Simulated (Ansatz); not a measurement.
Two shapes of singlet Li2F2.

Shape 1:

```xyz
4

Li    1.1079    0.0376   -0.0328
Li   -1.1099    0.0329   -0.0373
F     0.0167    1.3138    0.0420
F     0.0039   -1.3052   -0.0482
```

Shape 2:

```xyz
4

Li    1.0937    0.0329    0.0149
Li   -1.0713    0.0622   -0.0253
F     0.0298    1.3614    0.0337
F    -0.0313   -1.3362   -0.0308
```

Basis set: STO-3G (spherical functions). Correlated methods keep 2 orbitals frozen. Charge 0, multiplicity 1.

Computed with Ansatz (development build ahead of 0.2.0); each method stands on the lowest determinant of its kind that the runs found.

Q: Which shape is lower in energy, and by how much in each method?

A:

```json
{"method": "RHF", "E(2) − E(1) (eV)": "0.165"}
{"method": "RHF-MP2", "E(2) − E(1) (eV)": "0.138"}
```

Shape 1 is lower.
